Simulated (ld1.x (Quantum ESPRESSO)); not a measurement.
## How hard is this Li (Z = 3) RRKJ potential?

lithium (Li), norm-conserving RRKJ (Kleinman–Bylander form), made with ld1.x (Quantum ESPRESSO) 7.5 (PBE, scalar-relativistic). Core none, reference 1s2 2s0.75 2p0 (charge +0.25). Waves: 2p (bound, empty): rc 4.20 bohr; 3d channel at -0.15 Ry: rc 4.35 bohr; 1s (bound): rc 0.60 bohr. Local part: the s channel. Core correction: none.

Occupied shells without a wave of their own: 2s. They enter only through the test configuration that unscreens the potential.

The pseudo-atom Hamiltonian at the reference potential is diagonalised in spherical Bessel functions j_l(qr) that vanish at 20 bohr, with q² up to the cutoff. All-electron valence levels (Ry): 2p -0.1604, 1s -3.9472, 2s -0.3007.

How do the lowest levels (Ry) of each channel move with the cutoff, and are there ghosts?

| cutoff (Ry) | p #1 | p #2 | d #1 | s #1 | s #2 | s #3 | f #1 | Σ f·Δε (mRy) |
| --- | --- | --- | --- | --- | --- | --- | --- | --- |
| 8 | -0.1604 | -0.0054 | 0.0008 | -1.8503 | -0.2021 | -0.0167 | 0.0634 | 4267.1 |
| 25 | -0.1604 | -0.0054 | -0.1718 | -2.7905 | -0.2542 | -0.0299 | 0.0634 | 2347.7 |
| 50 | -0.1604 | -0.0054 | -0.1752 | -3.4414 | -0.2816 | -0.0360 | 0.0634 | 1025.2 |
| 100 | -0.1604 | -0.0054 | -0.1773 | -3.8378 | -0.2963 | -0.0392 | 0.0634 | 221.4 |
| 180 | -0.1604 | -0.0054 | -0.1778 | -3.9422 | -0.3000 | -0.0400 | 0.0634 | 9.8 |
| 400 | -0.1604 | -0.0059 | -0.1781 | -3.9470 | -0.3002 | -0.0400 | 0.0634 | 0.0 |

Result: ghost state, extra bound levels that the all-electron valence spectrum of the same l lacks: d at -2.42 eV (a true bound ghost makes a file unfit for plane-wave use); 10 mRy is reached at 180 Ry and 1 mRy at over 300 Ry.
